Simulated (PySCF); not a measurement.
pyridine (C5H5N), SMILES c1ccncc1. Geometry optimised at B3LYP-D3(BJ)/def2-SVP.

Computed with B3LYP-D3(BJ)/def2-SVP (PySCF).

Harmonic wavenumbers (cm⁻¹): 386, 426, 613, 672, 720, 769, 902, 963, 1012, 1014, 1030, 1050, 1077, 1091, 1158, 1237, 1323, 1372, 1475, 1512, 1641, 1641, 3146, 3149, 3180, 3196, 3203. Rotational constants (GHz): 6.014, 5.803, 2.953; symmetry number 2.

Problem. Work out the zero-point energy and the ideal-gas rigid-rotor harmonic-oscillator thermochemistry at 298.15 K and 1 atm.

Solution. ZPE = ½ Σ hcν = ½ × 38958 cm⁻¹ = 233.02 kJ/mol. H − E(el) = 246.69 kJ/mol. Entropy in J/(mol K): translation 163.26, rotation 101.13, vibration 16.98, total 281.36. G − E(el) = 162.80 kJ/mol. Cp = 75.57 J/(mol K).
